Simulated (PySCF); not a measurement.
GeH₅Si, SMILES [SiH3][GeH2], multiplicity 2. The structure is a stationary point at PBE-D3(BJ)/def2-TZVP. The isomer is the one that the SMILES or the coordinates give; other isomers of the formula were not compared.

Problem. Give the equilibrium geometry at PBE-D3(BJ)/def2-TZVP (PySCF confirms it by a frequency run) as a Z-matrix, and its point group. (An estimate is asked for; the answer gives what the named calculation found.)

Solution. point group Cs.
```
Si
H 1 1.4948
H 1 1.4948 2 109.18
H 1 1.4994 2 108.65 3 -118.34
Ge 1 2.3809 2 108.81 4 -123.03
H 5 1.5543 1 114.33 2 -176.20
H 5 1.5543 6 108.90 1 129.25
```
Charge 0, spin multiplicity 2.
